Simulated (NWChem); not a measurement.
Species: C3H5, doublet; SMILES CC=[CH]

```xyz
8

C      0.2921    -1.3230     0.0000
C     -0.3913    -0.1991     0.0000
C      0.1774     1.1873     0.0000
H      0.0761    -2.3913     0.0001
H     -1.4947    -0.2695     0.0001
H     -0.1657     1.7504    -0.8834
H      1.2758     1.1712    -0.0030
H     -0.1608     1.7482     0.8866
```
Atoms are numbered in this order, from 1.

Program: NWChem. Spin-unrestricted. All runs use the structure optimised with PBE0/def2-SVP, spin-unrestricted. No stability test was run on the SCF state. Vertical excitations in the gas phase; the lowest state need not have the same character in each row. Excited states of an open shell can be spin-contaminated.

```tsv
level	lowest excitation (eV)	oscillator strength of that lowest state	lowest empty minus highest occupied level, either spin (eV)
PBE/def2-SVPD, TDA	3.02	0.001	2.35
B3LYP/def2-SVPD, TDA	2.95	0.001	4.24
BHandHLYP/def2-SVPD, TDA	3.13	0.001	7.44
```
